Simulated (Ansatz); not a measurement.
`CBS[SiH2]C` + H₂ → `BS[SiH2]C` + CH₄ at 298.15 K and 1 bar (hydrogenolysis of a B–C bond).

Program: Ansatz. Geometries: PBE0-D4/def2-TZVP. ΔE: electronic, gas phase. CCSD(T)/CBS is the MP2 limit (def2-TZVPP, def2-QZVPP) plus CCSD(T) − MP2 in def2-TZVPP, frozen cores. This one scheme is used for every species. One conformer a species, not always the lowest.

```tsv
species	CCSD(T)/CBS energy (Eh)	H − E (kJ/mol)	S (J/(mol·K))
`CBS[SiH2]C`	-793.23951	302.2	381.6
H₂	-1.17544	35.1	130.4
`BS[SiH2]C`	-753.95937	222.9	345.7
CH₄	-40.46206	127.4	186.2
```

H − E and S are ideal-gas, rigid-rotor, harmonic terms from PBE0-D4/def2-TZVP, for one conformer and one mirror image of each species. The MP2-based limit puts H₂ 0.8 mEh under its directly extrapolated value; such offsets cancel only in part. 1 Eh = 2625.50 kJ/mol, R = 8.31446 J/(mol·K).

Task: By hand: ΔE, ΔH, ΔS and ΔG.

Result: ΔE = (-753.95937) + (-40.46206) − (-793.23951) − (-1.17544) = -0.00648 Eh = -17.0 kJ/mol. Δ(H − E) = 222.9 + 127.4 − 302.2 − 35.1 = 13.0, so ΔH = -4.0 kJ/mol. ΔS = 345.7 + 186.2 − 381.6 − 130.4 = 19.9 J/(mol·K). ΔG = -4.0 − 298.15 × (19.9)/1000 = -9.9 kJ/mol.

Task: By hand: the equilibrium constant, and the temperature at which ΔG would vanish if ΔH and ΔS stayed fixed.

Result: log₁₀ K = −ΔG/(RT ln 10) = 1.7. ΔH and −TΔS have one sign here, so there is no such temperature.

TΔS isn't small against ΔH here. A doubt of 5 kJ/mol in ΔE shifts log₁₀ K by 0.9 here. Other conformers and mirror images would add mixing entropy, several J/(mol·K) or more a flexible species. Modes under 60 cm⁻¹, often nearly free rotors, make the harmonic entropy too high. These are equilibria of isolated gas molecules and say nothing of rates. Largest T1 diagnostic: 0.013 (customary marks: 0.02 for closed shells, 0.045 for open ones).
